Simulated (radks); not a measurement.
Charge is removed step by step from the 4p (averaged over the sub-levels emptied) level of the zirconium ion Zr+, starting from [Kr] 4d2 5s1. All-electron calculation, Dirac Kohn-Sham, PBE, spin-unpolarised, spherical densities, point nucleus; open shells are shared between the two j in proportion to 2j + 1. Program: a radial shooting solver on a logarithmic mesh with Libxc functionals.

removed (e)  E - E(0) (eV)  eigenvalue (eV)  E minus straight line (eV)
0                    0.000          -39.155                       0.000
0.1                  3.976          -40.369                      -0.573
0.2                  8.074          -41.604                      -1.024
0.3                 12.297          -42.859                      -1.350
0.4                 16.647          -44.132                      -1.550
0.5                 21.125          -45.423                      -1.622
0.6                 25.732          -46.731                      -1.564
0.7                 30.471          -48.054                      -1.374
0.8                 35.343          -49.393                      -1.051
0.9                 40.350          -50.746                      -0.593
1                   45.493          -52.112                       0.000

Removing the whole electron costs 45.493 eV by Delta-SCF, against 39.155 eV from minus the eigenvalue at the starting occupation. Slater's transition state (half an electron removed) gives 45.423 eV. Integrating minus the eigenvalue over the occupation (Janak's theorem) gives 45.493 eV. The mean slope of the eigenvalue, de/dn, is 13.0 eV per electron.
